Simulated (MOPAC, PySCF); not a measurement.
C6H5F3OSi, SMILES `FC(C1C(=C[SiH2]C=1)C=O)(F)F` (O–C–C–C torsion 0°), neutral singlet in the gas phase. 

Cartesian coordinates (Å):
SMILES: C1(=C[SiH2]C=C1C=O)C(F)(F)F
```xyz
16

O     -1.9021    -2.4388     0.8763
C     -1.7097    -1.2913     0.5490
C     -0.3424    -0.7577     0.2421
C      0.7484    -1.5605     0.3242
Si     2.2610    -0.5425    -0.1271
C      1.2127     0.9949    -0.4104
C     -0.0722     0.6602    -0.1672
C     -1.2048     1.6475    -0.2937
F     -2.1102     1.2328    -1.2030
F     -1.8606     1.7857     0.8765
F     -0.7849     2.8609    -0.6667
H     -2.5570    -0.5746     0.4621
H      0.6256    -2.6055     0.6167
H      3.2413    -0.3976     0.9850
H      2.9636    -1.0184    -1.3512
H      1.4913     2.0050    -0.7124
```
Charge 0, multiplicity 1.

All levels are single points at this geometry (B3LYP-D3(BJ)/def2-SVP); Pople sets use spherical d functions. Orbital energies aren't observables, and empty levels follow the basis.

B3LYP-D3(BJ)/def2-TZVP in PySCF gives gap (eV) = 4.39.

Problem. Estimate the gap (eV) from each of these levels: B3LYP/3-21G in PySCF; M06-2X/6-31G* in PySCF; PBE/6-31G* in PySCF; PM6 in MOPAC; PM7 in MOPAC.

Solution. 
| level | gap (eV) |
|---|---|
| B3LYP/3-21G in PySCF | 4.46 |
| M06-2X/6-31G* in PySCF | 6.89 |
| PBE/6-31G* in PySCF | 2.37 |
| PM6 in MOPAC | 8.97 |
| PM7 in MOPAC | 9.29 |
